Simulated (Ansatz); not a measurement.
The same atomization along the group Si, Ge, Sn.

Calculated with Ansatz (gas phase, PBE0-D4/def2-TZVP geometries, no zero-point term in ΔE). CCSD(T)/CBS adds triple-zeta CCSD(T) − MP2 to the extrapolated MP2 energy (def2 sets, frozen cores). This one scheme is used for every species, atoms too. Functionals use def2-TZVPP. Open shells (•) are unrestricted, without spin–orbit coupling. Spin–orbit coupling would lower the free atoms: a little for Cl, Si; clearly for Ge; strongly for Sn. Elements past krypton have def2 core potentials. Bonds to Ge, Sn are less sure, by a few kJ/mol each and by 10 to 20 or more in all where they break to atoms, as the def2 sets lack core-valence functions. Scalar relativity is left out up to krypton. One conformer a species, not always the lowest.

| reaction | PBE-D4 (kJ/mol) | CCSD(T)/CBS(def2) (kJ/mol) |
| --- | --- | --- |
| `N[Si](N)(Cl)Cl` → 2 Cl• + Si• + 4 H• + 2 N• | 3224 | 3176 |
| `[NH2][Ge]([NH2])([Cl])[Cl]` → 2 Cl• + Ge• + 4 H• + 2 N• | 2973 | 2920 |
| `[NH2][Sn]([NH2])([Cl])[Cl]` → 2 Cl• + Sn• + 4 H• + 2 N• | 2831 | 2794 |

Largest T1 diagnostic: 0.012, for Si•.

For atomizations the MP2-based limit and the directly extrapolated one differ by several kJ/mol either way, and by 10 to 25 for some Ge, Se and Sn compounds, so smaller differences from it don't rank the levels.
